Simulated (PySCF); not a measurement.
## Correlation energy of Br⁴⁺ (bromine, charge +4)

Starting occupation: [Ar] 3d10 4s2 4p1, 4p1/2 with m_j = +1/2. Calculation: PySCF 2.14, in x2c-SVPall-2c; X2C-1e with screened-nucleus spin-orbit coupling, Gaussian nucleus. Frozen: [Ne]; 21 electrons correlated.

MP2 pair energies summed by pair of shells (mhartree):

```csv
pair,energy,share (%)
3d3/2-3d5/2,-51.70,19.9
3d5/2-3d5/2,-34.53,13.3
3d5/2-3p3/2,-31.82,12.2
3d3/2-3p3/2,-22.76,8.8
4s1/2-4s1/2,-21.51,8.3
3d5/2-3p1/2,-15.53,6.0
4p1/2-4s1/2,-14.85,5.7
3d3/2-3d3/2,-13.86,5.3
3p1/2-3p3/2,-11.56,4.4
3p3/2-3p3/2,-10.66,4.1
3d3/2-3p1/2,-8.61,3.3
3d5/2-3s1/2,-2.88,1.1
3d5/2-4p1/2,-2.77,1.1
3d5/2-4s1/2,-2.59,1.0
3p1/2-3p1/2,-2.01,0.8
3d3/2-4p1/2,-1.96,0.8
3d3/2-3s1/2,-1.93,0.7
3d3/2-4s1/2,-1.74,0.7
3p3/2-3s1/2,-1.51,0.6
3p3/2-4p1/2,-1.23,0.5
3p3/2-4s1/2,-1.03,0.4
3p1/2-3s1/2,-0.73,0.3
3s1/2-3s1/2,-0.63,0.2
3s1/2-4s1/2,-0.46,0.2
3p1/2-4s1/2,-0.41,0.2
3p1/2-4p1/2,-0.35,0.1
3s1/2-4p1/2,-0.14,0.1
```

Total MP2 correlation energy: -259.74 mhartree.

This basis was not built for core-valence correlation, so the inner-shell part is incomplete.
